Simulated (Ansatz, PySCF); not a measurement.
Reaction (SMILES): N[C]=O → [NH]C=O
Structures are relaxed separately at B3LYP-D3(BJ)/def2-TZVP in Ansatz (a quantum-chemistry and plane-wave program), one conformer each, not searched for the lowest.

Property: isomerisation energy (electronic energy difference), in eV. Valence correlation only, unless marked. UHF or UKS for open shells. No spin-orbit coupling. Non-relativistic unless marked X2C. CBS(X,Y): correlation extrapolated as X^-3; Hartree-Fock from the larger set. [CCSD(T)-MP2]/basis is that difference in the basis named.

| level | program | isomerisation energy (eV) |
|---|---|---|
| BP86/def2-TZVPD | PySCF | … |
| TPSS-D3(BJ)/def2-TZVPD | PySCF + dftd3 | … |
| r2SCAN-D3(BJ)/def2-TZVPD | Ansatz + dftd3 | … |
| B97M-V/def2-TZVPD | Ansatz | … |
| PBE0/def2-SVP | Ansatz | 1.08 |
| PBE0-D3(BJ)/def2-TZVP | Ansatz + dftd3 | 1.03 |
| PBE0-D3(BJ)/def2-TZVPD | Ansatz + dftd3 | 1.02 |
| PBE0-D4/def2-TZVPD | Ansatz + dftd4 | 1.02 |
| HSE06-D4/def2-TZVPD | Ansatz + dftd4 | 1.03 |
| SCS-MP2/cc-pwCVTZ | Ansatz | 1.00 |
| CCSD/cc-pVTZ | Ansatz | 0.90 |
| X2C-CCSD(T)/cc-pVTZ-DK | Ansatz | 0.94 |
| RI-MP2/CBS(cc-pVTZ,cc-pVQZ)+[CCSD(T)-MP2]/cc-pVTZ | Ansatz | 1.00 |

Problem. Complete the blanks.

Solution. 
- BP86/def2-TZVPD, isomerisation energy (eV): 1.06
- TPSS-D3(BJ)/def2-TZVPD, isomerisation energy (eV): 0.95
- r2SCAN-D3(BJ)/def2-TZVPD, isomerisation energy (eV): 0.98
- B97M-V/def2-TZVPD, isomerisation energy (eV): 0.93
